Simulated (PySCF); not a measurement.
# UHF on Mo³⁺ (molybdenum, charge +3)

Configuration: [Kr] 4d3, high-spin 4F determinant. Computed with PySCF 2.14 in aug-cc-pVDZ-PP with ECP28MDF, with a scalar-relativistic core potential.

```json
{"Total energy": "-65.599170 hartree", "One-electron energy": "-100.9651 hartree", "Hartree (Coulomb) energy": "41.8821 hartree", "Exchange energy": "-6.5162 hartree", "⟨S²⟩": "3.7531", "⟨L²⟩": "12.041", "Sum of ⟨r⟩": "14.51 bohr", "Sum of ⟨r²⟩": "21.98 bohr²", "Time after the integrals": "0.26 s of wall time on 1 thread of Neoverse-N1 (shared host)"}
```

```
shell  electrons  mean orbital energy (hartree)  rms radius, mean of both spins (bohr)
 4s α          1                       -4.18933                                   1.18
 4s β          1                       -4.00870                                   1.18
 4p α          3                       -3.04749                                   1.31
 4p β          3                       -2.81454                                   1.31
 4d α          3                       -1.48304                                   1.73
```

Energies and moments cover only the electrons outside the core potential.
